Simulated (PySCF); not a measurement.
AlH₃O₃, SMILES [OH][Al]([OH])[OH] (connectivity only; charge and spin as stated), charge -1, multiplicity 2.

Geometry optimised at PBE0-D3(BJ)/def2-SVPD. The multiplicity is an assumed one; other spin states were not compared. The isomer is the one that the SMILES or the coordinates give; other isomers of the formula were not compared. The values are those of a single conformer.

Method: PBE0-D3(BJ)/def2-SVPD in PySCF.

Frequencies are harmonic and unscaled.

```csv
mode,ν (cm⁻¹),IR (km/mol),moving atoms (share of kinetic energy)
1,72,15.0,"H 53 %, O 41 %"
2,135,71.8,"H 71 %, O 23 %"
3,190,5.8,"H 63 %, O 30 %"
4,241,6.1,"O 40 %, H 35 %, Al 25 %"
5,259,12.5,"H 52 %, O 42 %"
6,290,75.8,"O 40 %, H 32 %, Al 28 %"
7,588,58.4,"O 84 %, Al 11 %"
8,671,254.5,"H 75 %, O 22 %"
9,683,212.8,"H 65 %, O 29 %"
10,705,70.7,"H 80 %, O 15 %"
11,737,97.8,"O 41 %, Al 40 %, H 19 %"
12,777,74.2,"Al 43 %, O 30 %, H 27 %"
13,3930,11.6,H 94 %
14,3935,11.2,H 94 %
15,3945,8.4,H 94 %
```
